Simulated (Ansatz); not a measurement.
Relaxation of CH₁₀N₂Si₂ (15 atoms, charge 0, multiplicity 1), to a largest force component of 0.015 eV/Å in at most 40 steps.

Level of theory: Ansatz 0.2.0, RKS BLYP-D4/def2-SVP.

```xyz
15
Properties=species:S:1:pos:R:3
N -0.299 0.535 1.872
Si 0.686 -0.134 0.750
N 1.422 1.278 0.239
C 0.028 -1.170 -0.530
Si -1.171 -0.227 -1.630
H -0.962 1.254 1.387
H -0.922 -0.112 2.299
H 1.719 -0.860 1.531
H 2.409 1.084 0.000
H 1.558 1.862 1.105
H 0.724 -1.647 -1.117
H -0.581 -1.998 -0.050
H -2.284 0.494 -0.846
H -1.893 -1.148 -2.513
H -0.455 0.738 -2.468
```

Question: Where does it end, and by what steps?

Answer: It converged. After 10 steps the energy has fallen by 1.328 eV; H9 moved furthest, 0.82 Å.

```tsv
step	energy less start (eV)	largest force component (eV/Å)	accepted
0	0.0000	3.874	yes
1	-0.9907	1.845	yes
2	-1.2253	0.781	yes
3	-1.2754	0.358	yes
4	-1.2998	0.294	yes
5	-1.0959	1.563	no
6	-1.3213	0.181	yes
7	-1.3237	0.212	yes
8	-1.3268	0.047	yes
9	-1.3279	0.035	yes
10	-1.3282	0.015	yes
```

```xyz
15
Properties=species:S:1:pos:R:3
N -0.503 0.450 2.073
Si 0.675 -0.153 0.943
N 1.394 1.259 0.208
C 0.015 -1.165 -0.526
Si -1.045 -0.167 -1.746
H -1.267 1.051 1.753
H -0.790 -0.124 2.870
H 1.551 -1.051 1.784
H 1.926 1.164 -0.661
H 1.806 1.981 0.806
H 0.861 -1.628 -1.081
H -0.590 -2.007 -0.124
H -2.032 0.692 -1.006
H -1.829 -1.073 -2.656
H -0.194 0.720 -2.607
```

Whether the end is a true minimum wasn't checked by a vibrational analysis.

The run took 18 s on 2 threads of Intel(R) Xeon(R) 6975P-C (Granite Rapids) (shared host), peak memory 0.2 GiB.
